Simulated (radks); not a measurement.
Results of a calculation; reference values are marked as such.
Q: The tin ion Sn38+, 12 electrons, occupied as [Ne] 3s2 (the NIST ground configuration). Level of theory: Dirac Kohn-Sham, BLYP, spin-unpolarised, spherical densities, point nucleus (a radial shooting solver on a logarithmic mesh with Libxc functionals). Some entries of the table are withheld. Estimate them.

orbital  occ.  eigenvalue (eV)  <r^2> (bohr^2)  <1/r> (bohr^-1)
1s1/2       2        -31359.95        0.001141            53.11
2s1/2       2        -6603.506         0.01783            12.53
2p1/2       2              (1)             (2)            12.48
2p3/2       4              (3)             (4)            11.63
3s1/2       2        -2655.029          0.1006            5.100

A: 
(1) 2p1/2 eigenvalue (eV): -6347.683
(2) 2p1/2 <r^2> (bohr^2): 0.01317
(3) 2p3/2 eigenvalue (eV): -6108.302
(4) 2p3/2 <r^2> (bohr^2): 0.01437
